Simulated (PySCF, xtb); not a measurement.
C₃H₉FSi, SMILES C[Si](C)(F)C.

Harmonic wavenumbers (cm⁻¹) from GFN2-xTB in xtb 6.7.1 at its own minimum, in rising order: 76, 94, 95, 157, 157, 194, 227, 227, 625, 753, 753, 753, 784, 799, 799, 869, 869, 882, 1379, 1379, 1381, 1478, 1481, 1481, 1484, 1484, 1487, 3039, 3040, 3040, 3042, 3045, 3045, 3051, 3051, 3053.

Task: What does PBE-D3(BJ)/def2-SVP (PySCF) give at its own minimum? (Estimate from the structure and the level; the computed values follow.)

Result: 130, 151, 151, 184, 184, 223, 262, 262, 594, 649, 670, 670, 742, 742, 761, 838, 838, 899, 1219, 1219, 1226, 1370, 1377, 1377, 1385, 1385, 1396, 2974, 2974, 2976, 3071, 3071, 3073, 3078, 3078, 3078. Paired by order, the mean absolute difference is 63 cm⁻¹ and the zero-point energies are 70.8 and 69.0 kcal/mol.
